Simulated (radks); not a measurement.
I II, configuration [Kr] 4d10 5s2 5p4.

All-electron calculation, Dirac Kohn-Sham, PBE, spin-unpolarised, spherical densities, point nucleus; open shells fill j = l - 1/2 first. Program: a radial shooting solver on a logarithmic mesh with Libxc functionals.

Energy parts (hartree):
total: -7118.64282
kinetic: 7545.82985
electron-nucleus: -17283.71434
Hartree: 2800.55144
exchange-correlation: -181.30978

Orbitals (lengths in bohr, moments of r in powers of bohr):
orbital,occ.,eigenvalue (hartree),<r^4>
1s1/2,2,-1211.635,2.642e-06
2s1/2,2,-187.4285,0.0004492
2p1/2,2,-175.8682,0.0002869
2p3/2,4,-164.8898,0.0003443
3s1/2,2,-38.10576,0.01933
3p1/2,2,-33.32782,0.01844
3p3/2,4,-31.26182,0.02123
3d3/2,4,-22.84743,0.01730
3d5/2,6,-22.41303,0.01808
4s1/2,2,-6.97414,0.5638
4p1/2,2,-5.30712,0.7056
4p3/2,4,-4.90485,0.8149
4d3/2,4,-2.22639,1.643
4d5/2,6,-2.16334,1.729
5s1/2,2,-0.95936,26.45
5p1/2,2,-0.58916,54.20
5p3/2,2,-0.54740,64.05

The highest occupied level is 5p3/2 at -14.896 eV. The density falls to 0.001 e/bohr^3 at r = 4.18 bohr.
